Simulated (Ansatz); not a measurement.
Isomers of K$_{4}$Na$_{4}$ (singlet), found by a short tight-binding search and relaxed with B3LYP/def2-SVP in Ansatz.

B3LYP takes the VWN-RPA correlation. Correlated methods freeze 24 core orbitals; core or outer-core shells of Na, K are correlated, in sets that lack core-valence functions.

Run but left out: HF/def2-SVP (A: restricted singlet, unstable towards broken spin symmetry); BHLYP/def2-TZVP (A: restricted singlet, unstable in another Hartree–Fock run and untested here).

A: The restricted singlet is unstable towards broken spin symmetry in Hartree–Fock (as tested in another run); at PBE/def2-TZVP, r2SCAN/def2-TZVP, B3LYP/def2-TZVP, PBE0/def2-TZVP this wasn't settled. At CCSD(T)/def2-SVP the restricted singlet (for correlated methods, its reference) is unstable: a solution with broken spin symmetry lies lower. B: The restricted singlet is unstable towards broken spin symmetry in Hartree–Fock (as tested in another run); at PBE/def2-TZVP, r2SCAN/def2-TZVP, B3LYP/def2-TZVP, PBE0/def2-TZVP this wasn't settled. At CCSD(T)/def2-SVP the restricted singlet (for correlated methods, its reference) is unstable: a solution with broken spin symmetry lies lower. C: The restricted singlet is unstable towards broken spin symmetry in Hartree–Fock (as tested in another run); at PBE/def2-TZVP, r2SCAN/def2-TZVP, B3LYP/def2-TZVP, PBE0/def2-TZVP this wasn't settled. At CCSD(T)/def2-SVP the restricted singlet (for correlated methods, its reference) is unstable: a solution with broken spin symmetry lies lower.

Other spin states weren't relaxed.

A:

```tsv
atom	x (Å)	y (Å)	z (Å)
Na1	2.6122	-1.6773	1.3794
Na2	-0.9430	-2.8324	1.6265
Na3	-0.0234	0.5374	2.2984
Na4	-0.6034	1.2701	-2.9727
K5	-3.1179	-0.3090	-0.2479
K6	-1.1798	3.6880	0.5454
K7	0.6081	-2.2510	-2.0133
K8	2.6470	1.5741	-0.6158
```

B:

```xyz
8

Na    1.426   -1.808   -1.580
Na   -0.757   -2.567    1.007
Na   -0.493    0.975    0.734
Na   -1.886   -0.739   -2.016
K    -4.041   -0.123    1.413
K     2.365    3.379    1.132
K     2.583   -1.043    2.220
K     0.804    1.926   -2.910
```

C:

Cartesian coordinates in Å:
```
Na 2.282 0.910 2.466
Na -2.081 -1.809 -0.180
Na 0.095 -0.544 -2.628
Na 1.281 -2.097 0.249
K -0.521 2.322 0.392
K -3.516 1.437 -2.357
K 3.468 0.863 -1.380
K -1.008 -1.083 3.437
```

Q: Estimate which lies lowest at each level, and how far above it the others are (kcal/mol).

A: 
```csv
level,A,B,C
PBE/def2-TZVP,0.0,2.2,1.7
r2SCAN/def2-TZVP,0.0,2.0,1.8
B3LYP/def2-TZVP,0.0,2.6,1.8
PBE0/def2-TZVP,0.0,2.4,2.0
MP2/def2-SVP,0.0,1.5,1.7
CCSD/def2-SVP,0.0,3.2,2.8
CCSD(T)/def2-SVP,0.0,3.1,2.6
```
Point groups (tolerance 0.1 Å): A Cs, B not assigned, C not assigned. Lower isomers may exist.
